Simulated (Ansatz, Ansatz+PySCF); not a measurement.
```xyz
2

Li    0.0000    0.0000   -1.5050
Li    0.0000    0.0000    1.5050
```

Basis set: def2-SVP (spherical functions). All electrons are correlated. Charge 0, multiplicity 1.

Computed with Ansatz (development build ahead of 0.2.0); each method stands on the lowest determinant of its kind that the runs found. Restricted open shells among the atoms or ions are ROHF, correlated in semicanonical orbitals with singles.

The atomization energy at this shape (free ground-state atoms in the same class of orbitals less the molecule, no zero-point energy) of singlet Li₂:

```json
{"method": "full CI (lowest root of this spin)", "atomization energy": "0.83 eV"}
{"method": "RHF-CCSD(T)", "atomization energy": "0.83 eV"}
{"method": "RHF-CCSD", "atomization energy": "0.83 eV"}
{"method": "UHF-MP2", "atomization energy": "0.46 eV"}
{"method": "UHF", "atomization energy": "0.20 eV"}
{"method": "RHF", "atomization energy": "0.15 eV"}
```

Question: What does RHF-MP2 give?

Answer: 0.56 eV. Caution for UHF-MP2: another reference gives a lower total. Caution for UHF-MP2, UHF: the determinant breaks the point group; the unrestricted determinant is spin contaminated.
